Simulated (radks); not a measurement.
Question: Numerical settings for neutral cadmium, [Kr] 4d10 5s2. All-electron calculation, scalar-relativistic Kohn-Sham, PBE, spin-polarised, spherical densities, point nucleus. Program: a radial shooting solver on a logarithmic mesh with Libxc functionals. The defaults (mesh step 0.008 in ln r, mesh end at 40 bohr or more with all orbitals vanishing there, Anderson mixing 0.5 over 9 steps, residual threshold near 1e-9 with the energy settled to 1e-9 hartree or 1e-11 of itself, here a cap of 70 iterations) give E = -5594.6538 hartree and 5s at -5.660 eV in 15 iterations. Run on one thread of a shared host, so times are rough (Arm Neoverse V1): 0.24 s of CPU time, 0.24 s wall, 15 iterations on 2725 mesh points. One setting is changed at a time: mesh step in ln r 0.005; mesh step in ln r 0.003; mesh step in ln r 0.12; mesh end (bohr) 12; mesh end (bohr) 3; residual threshold 1e-16; residual threshold 1e-13; mixing 0.05; linear mixing, mixing 1; linear mixing, mixing 0.5; mixing history 3; iteration cap 2. Which runs fail to converge, and which converge to a wrong energy?

Answer: Not converged within the cap: mesh step in ln r 0.12; residual threshold 1e-16; linear mixing, mixing 1; iteration cap 2. Settled on a wrong energy, with an occupied level pushed above zero by the early mesh end: mesh end (bohr) 3 (+1.59 hartree). Apart from these: no run marked as converged misses the energy by more than 1 mhartree.
